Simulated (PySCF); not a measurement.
Fine-structure interval along the 17-electron series

Calculated with PySCF 2.14 and a two-component X2C-1e Hamiltonian (Gaussian nucleus, no Breit or QED terms), each ion in its own even-tempered basis scaled to its charge; GMP2 freezes 1s2 and drops the highest virtual spinors. Values in cm⁻¹.

| ion | configuration | GHF (screened spin-orbit) | GMP2 (screened spin-orbit) | GHF (bare spin-orbit) |
| --- | --- | --- | --- | --- |
| Tl⁶⁴⁺ | [Ne] 3s2 3p5 | 4407900 | 4408300 | 4535200 |
| Pb⁶⁵⁺ | [Ne] 3s2 3p5 | 4680400 | 4680700 | 4814500 |
| Bi⁶⁶⁺ | [Ne] 3s2 3p5 | 4968100 | 4968000 | 5109300 |

Between Z = 81 and Z = 83 the GHF (bare spin-orbit) value grows as Z to the power 4.89.
